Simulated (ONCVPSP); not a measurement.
Before and after: ONCV potential for hafnium

- Element: Hf (Z = 72)
- Generator: ONCVPSP 4.0.1
- Type: optimised norm-conserving Vanderbilt (ONCV)
- Functional: PBEsol
- Relativity: scalar-relativistic
- Frozen core: [Kr] 4d10 4f14
- Valence charge: 12
- Reference configuration: 5s2 5p6 5d2 6s1 6p1
- Partial waves: 5s+6s: rc 2.10 bohr, ncon 4, nbas 7, qcut 6.6 1/bohr, 2 projectors; 5p+6p: rc 1.80 bohr, ncon 4, nbas 7, qcut 9.6 1/bohr, 2 projectors; 5d: rc 2.15 bohr, ncon 4, nbas 8, qcut 4.1 1/bohr, 1 projector
- Local potential: polynomial inside 1.55 bohr (lpopt 5, dvloc0 1 Ha)
- Core correction: Teter function, fcfact 1.5, rcfact 1.35

Change: s: qcut 4.9; p: qcut 7.1; d: qcut 3.

Cutoffs: the cutoffs (Ha) at which the residual kinetic energy of the hardest occupied pseudo-wave falls to 1 and 0.1 mHa per electron; they do not see the model core or the augmentation charge, which bear on the density cutoff. Errors are all-electron minus pseudo energies relative to the spin-unpolarised reference configuration.

Q: Predict the effect on cutoff, ghosts and configuration errors.

A: The potential gets harder (26 Ha and 47 Ha → 46 Ha and 53 Ha); of the 4 tests that both files solve, the error grows in 1 and shrinks in 1 by more than 15 % and 0.3 meV (median size 1.4 → 1.2 meV); the range in which the s phases agree narrows (upper end 4.8 → 3.8); neither file shows a bound ghost.

```tsv
quantity	base	changed
cutoff, loose	26 Ha	46 Ha
cutoff, tight	47 Ha	53 Ha
loose cutoff by channel	s 13 Ha, p 26 Ha, d 18 Ha	s 8.3 Ha, p 16 Ha, d 46 Ha
bound ghosts	none	none
GHOST(+) flags under 300 eV	none	none
error for 5s2 5p6 5d2 6s2 6p0, meV [ΔE -3.86 eV]	+1.3	+1.1
error for 5s2 5p6 5d2 6s1 6p0, meV [ΔE 4.15 eV]	-1.5	-1.4
error for 5s2 5p6 5d2 6s0 6p0, meV [ΔE 18.31 eV]	+0.8	-0.2
error for 5s2 5p6 5d1 6s2 6p1, meV [ΔE -1.86 eV]	+3.3	+8.1
s: phases at 2.13 bohr within 0.05 rad from the reference energy up to (Ha; the scan ends near 5)	4.8	3.8
p: phases at 1.82 bohr within 0.05 rad from the reference energy up to (Ha; the scan ends near 5)	to the end of the scan	to the end of the scan
d: phases at 2.18 bohr within 0.05 rad from the reference energy up to (Ha; the scan ends near 5)	1.9	1.6
rms error of d²Exc/dni dnj with the model core, mHa	3.11	3.42
```
